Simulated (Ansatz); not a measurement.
Mo2(NH2)6 (Mo₂N₆H₁₂), relaxed as a singlet with RKS PBE-D4/def2-SVP in Ansatz, starting from the GFN2-xTB geometry. Force threshold 0.02 eV/Å.

In the def2 sets Mo takes a core potential; there is no spin–orbit coupling. The restricted singlet is unstable towards broken spin symmetry at other levels; at PBE-D4/def2-SVP this wasn't settled.

Start:

```tsv
atom	x (Å)	y (Å)	z (Å)
Mo1	0.392	-0.794	0.811
N2	0.162	-2.440	-0.157
N3	-0.834	-0.464	2.256
N4	2.200	-0.187	1.060
Mo5	-0.393	0.794	-0.812
N6	-2.136	0.078	-1.198
N7	0.943	0.596	-2.182
N8	-0.335	2.416	0.220
H9	0.396	-3.359	0.235
H10	-0.183	-2.581	-1.104
H11	-0.802	-0.973	3.146
H12	-1.607	0.198	2.300
H13	2.861	-0.640	1.701
H14	2.675	0.601	0.625
H15	-2.592	-0.741	-0.801
H16	-2.781	0.503	-1.874
H17	1.749	-0.024	-2.203
H18	0.935	1.136	-3.054
H19	-0.035	2.549	1.183
H20	-0.614	3.331	-0.153
```

```tsv
step	energy (eV)	largest force component (eV/Å)	SCF passes
1	-12836.8386	2.938	25
2	-12836.9724	4.175	27
3	-12837.3523	0.173	28
4	-12837.3652	0.089	22
5	-12837.3731	0.080	22
6	-12837.4073	0.258	27
7	-12837.4289	0.361	28
8	-12837.4433	0.284	22
9	-12837.4594	0.162	22
10	-12837.4646	0.141	24
11	-12837.4671	0.088	24
12	-12837.4676	0.012	24
```

Force components are those of the run's own axes.

End:

```xyz
20

Mo    0.361   -0.729    0.745
N    -0.340   -2.408    0.010
N    -0.505   -0.068    2.378
N     2.302   -0.472    0.626
Mo   -0.360    0.729   -0.745
N    -1.875   -0.241   -1.530
N     1.226    0.931   -1.883
N    -0.808    2.259    0.399
H    -0.213   -3.311    0.482
H    -0.778   -2.552   -0.907
H    -0.357   -0.507    3.295
H    -1.221    0.662    2.452
H     2.966   -1.029    1.178
H     2.804    0.264    0.117
H    -2.291   -1.119   -1.200
H    -2.435    0.144   -2.300
H     2.086    0.372   -1.859
H     1.252    1.578   -2.680
H    -0.598    2.374    1.397
H    -1.213    3.126    0.026
```

By distances, no bond broke or formed. The bond that changes most is Mo1–Mo5, from 2.40 to 2.21 Å (atoms count from 1). A close non-bonded pair moves further: H10–H15, from 3.05 to 2.10 Å.

No frequencies were taken in this run, so the end may be a saddle point.

Run time 38 s (4 threads of Arm Neoverse V2 on a shared host).
